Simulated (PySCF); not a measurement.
C4H7FSi, SMILES C=C/C=C\[SiH2]F.

Geometry: B3LYP-D3(BJ)/def2-SVP. The structure was generated by enumeration; whether it is a known compound was not checked. One conformer was computed; it need not be the lowest.

The numbers are results of PBE/def2-TZVP in PySCF, not measurements.

Symmetry labels are those of the subgroup Cs that the program uses (full group Cs).

Computed valence orbital energies around the gap with their symmetry:
| orbital | symmetry | energy (eV) |
|---|---|---|
| HOMO−7 | A" | -10.30 |
| HOMO−6 | A' | -10.06 |
| HOMO−5 | A' | -9.67 |
| HOMO−4 | A' | -9.05 |
| HOMO−3 | A" | -8.62 |
| HOMO−2 | A" | -7.94 |
| HOMO−1 | A' | -7.66 |
| HOMO | A" | -6.19 |
| LUMO | A" | -2.49 |
| LUMO+1 | A' | -0.74 |
| LUMO+2 | A" | -0.06 |
| LUMO+3 | A' | 0.63 |
